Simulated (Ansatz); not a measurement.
Input and output for FHMoO₂S (`[O]=[Mo]([OH])([F])=[S]`).

```yaml
crystal:
  periodic: [false, false, false]
  atoms:
    - {symbol: O, position_ang: [-1.383406, 0.227133, 1.044604]}
    - {symbol: Mo, position_ang: [-0.304068, 0.127916, -0.218565]}
    - {symbol: O, position_ang: [1.304988, -0.572072, 0.387398]}
    - {symbol: F, position_ang: [-1.011356, -0.918325, -1.556855]}
    - {symbol: S, position_ang: [0.040689, 2.070835, -0.947466]}
    - {symbol: H, position_ang: [1.395253, -0.999486, 1.244784]}
basis:
  gaussian: {orbitals: def2-TZVPD, fitting: {mean_field: def2-universal-jkfit}, nuclear_model: gaussian}
magnetization: {spin_polarized: true, initial_magnetization: 2}
hamiltonian: {xc: {name: HSE06}}
accuracy: high
```

```sh
$ ansatz run in.yaml --threads 4 --pin off --events-out ev --progress --plain --max-ram 10444MiB
```

Output, abridged:

```
Functional definition: HSE06
632 factors; integrals over basis functions are off by at most 1.6e0 eV
632 factors; integrals over basis functions are off by at most 5.1e-8 eV
mean field evaluation 1: about -19500.3496 eV, gradient 6.1e1 eV
mean field evaluation 2: about -19347.8908 eV, gradient 1.9e2 eV
mean field evaluation 4: about -19510.1407 eV, gradient 2.7e1 eV
mean field evaluation 8: about -19512.6690 eV, gradient 5.5e-1 eV
mean field evaluation 16: about -19512.6768 eV, gradient 4.9e-2 eV
mean field evaluation 32: about -19512.6779 eV, gradient 2.0e-4 eV
mean field -19512.67786571 eV, -717.0776853966 hartree, gradient 9.8e-8 eV, S^2 2.011179; 7 other end points of the search recorded, 0 dependent functions left out
reference -19512.67787163 eV, -717.0776856142 hartree; 29, 27 occupied and 186, 188 virtual orbitals, 632 factors
Total energy: -19512.67787163 eV, -717.0776856142 hartree
```

It took 60 s on 4 threads of an Arm Neoverse V1 on a shared host, with 0.98 GiB of host memory at the peak.
